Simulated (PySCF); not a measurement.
F2HOS, SMILES S(=[OH+])(F)F, charge +1.

The structure is a stationary point at B3LYP-D3(BJ)/def2-SVP. The isomer is the one that the SMILES or the coordinates give; other isomers of the formula were not compared.

Level of theory: PySCF 2.14.0 with TDDFT-B3LYP/def2-SVPD.

Vertical excitations. Gas-phase values at a fixed geometry. State labels are in the subgroup Cs.

Task: Give excitation energies, oscillator strengths and character. (An estimate is asked for; the answer gives what the named calculation found.)

Result: 
| state | symmetry | energy (eV) | λ (nm) | f | main pairs |
|---|---|---|---|---|---|
| S1 | A" | 8.33 | 149 | 0.029 | HOMO→LUMO 69 %, HOMO−1→LUMO+1 15 %, HOMO−2→LUMO 13 % |
| S2 | A' | 8.45 | 147 | 0.006 | HOMO−1→LUMO 74 %, HOMO→LUMO+1 21 % |
| S3 | A" | 8.62 | 144 | 0.006 | HOMO−1→LUMO+1 79 %, HOMO−2→LUMO 14 % |
| S4 | A' | 8.88 | 140 | 0.079 | HOMO→LUMO+1 69 %, HOMO−1→LUMO 17 % |
| S5 | A" | 8.89 | 140 | 0.033 | HOMO−2→LUMO 71 %, HOMO→LUMO 18 % |
| S6 | A' | 9.36 | 132 | 0.005 | HOMO−3→LUMO 77 %, HOMO−2→LUMO+1 19 % |
| S7 | A' | 9.40 | 132 | 0.020 | HOMO−2→LUMO+1 74 %, HOMO−3→LUMO 21 % |
| S8 | A" | 9.89 | 125 | 0.012 | HOMO−3→LUMO+1 80 % |
| S9 | A' | 10.06 | 123 | 0.007 | HOMO−4→LUMO 79 %, HOMO→LUMO+2 16 % |
| S10 | A" | 10.26 | 121 | 0.010 | HOMO−1→LUMO+2 71 %, HOMO−4→LUMO+1 24 % |
| T1 | A" | 6.57 | 189 | 0 | HOMO→LUMO 98 % |
| T2 | A' | 7.10 | 175 | 0 | HOMO→LUMO+1 97 % |
| T3 | A' | 7.41 | 167 | 0 | HOMO−1→LUMO 98 % |
| T4 | A" | 8.17 | 152 | 0 | HOMO−1→LUMO+1 85 %, HOMO−2→LUMO 14 % |
Triplets are in the Tamm–Dancoff approximation, which puts them higher than full response would, so one can lie above its singlet here.
